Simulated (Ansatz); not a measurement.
Compare A (`BC(F)([SiH3])[SiH3]`) with its isomer B (`FC([SiH3])B[SiH3]`).

Gas-phase electronic energies from Ansatz, PBE0-D4/def2-TZVP geometries. CBS: MP2 limit from def2 TZ/QZ plus the TZ coupled-cluster correction, frozen cores. DFT in def2-TZVPP. B3LYP here is the variant with VWN-RPA as its local correlation; programs differ in this. One conformer a species, not always the lowest.

A:

```xyz
13

B     0.491    0.473    1.552
C     0.215    0.548    0.061
F     0.545    1.773   -0.556
Si    1.201   -0.825   -0.831
Si   -1.643    0.232   -0.257
H     0.227   -0.548    2.118
H     0.958    1.398    2.146
H     0.957   -0.694   -2.289
H     0.734   -2.147   -0.349
H     2.651   -0.667   -0.558
H    -2.459    1.239    0.466
H    -1.989   -1.132    0.212
H    -1.889    0.351   -1.715
```

B:

```xyz
13

F    -0.674   -2.487   -0.659
C    -0.454   -1.119   -0.661
Si    1.447   -0.791   -0.271
B    -0.906   -0.294    0.515
Si   -0.835    1.722    0.447
H    -0.565   -0.739   -1.681
H     1.697   -0.657    1.188
H     1.891    0.440   -0.968
H     2.144   -1.993   -0.787
H    -1.218   -0.841    1.532
H    -0.469    2.257   -0.894
H     0.133    2.265    1.441
H    -2.190    2.236    0.797
```

(1) Which isomer does CCSD(T)/CBS put lower? Give the gap. (Best estimate.)

(2) Give E(B) − E(A) in kcal/mol with PBE-D4, B2PLYP, HF/def2-TZVPP, r2SCAN-D4, PBE0-D4, MP2/def2-TZVPP, B3LYP-D4. (An estimate is asked.)

Largest T1 diagnostic: 0.014.

Answers

(1) Ansatz gave: A, by 5.1 kcal/mol.

(2) The calculation gave: PBE-D4 1.4, B2PLYP 5.2, HF/def2-TZVPP 8.0, r2SCAN-D4 3.3, PBE0-D4 2.4, MP2/def2-TZVPP 6.1, B3LYP-D4 4.9. None reverses the order clearly.

In def2-TZVPP, CCSD(T) changes the Hartree–Fock value by −3.2 kcal/mol (the triples alone add −0.4 kcal/mol) and MP2 by −1.8 kcal/mol. From PBE to PBE0 (25 % exact exchange), in def2-TZVPP and without D4, E(B) − E(A) moves by +1.1 kcal/mol.
